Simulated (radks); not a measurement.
Values are calculated unless marked as measured or tabulated.
The mean radii <r> (bohr) of the occupied orbitals of an atom or ion are listed with their occupations. Code: a radial shooting solver on a logarithmic mesh with Libxc functionals. Model: Dirac Kohn-Sham, exchange-only LDA, spin-unpolarised, spherical densities, finite nucleus; Fermi nuclear charge, rms radius of each element as measured or else 0.836 A^(1/3) + 0.57 fm.

| orbital | occ. | <r> |
|---|---|---|
| 1s1/2 | 2 | 0.05038 |
| 2s1/2 | 2 | 0.2264 |
| 2p1/2 | 2 | 0.1961 |
| 2p3/2 | 4 | 0.1995 |
| 3s1/2 | 2 | 0.6823 |
| 3p1/2 | 2 | 0.7069 |
| 3p3/2 | 4 | 0.7180 |
| 3d3/2 | 4 | 0.9114 |
| 3d5/2 | 6 | 0.9204 |
| 4s1/2 | 2 | 2.686 |

Name the element and its charge. Open shells, if any, are shared by 2j + 1.

Answer. Z = 30, zinc, charge 0: Zn in [Ar] 3d10 4s2. The 1s radius gives Z: for a bare nucleus <r> = (2 gamma + 1)/(2Z) with gamma = sqrt(1 - (Z/c)^2), 0.04919 bohr for Z = 30, and screening makes it slightly larger (0.05038 here). The occupations add up to 30, and the charge is Z minus that.
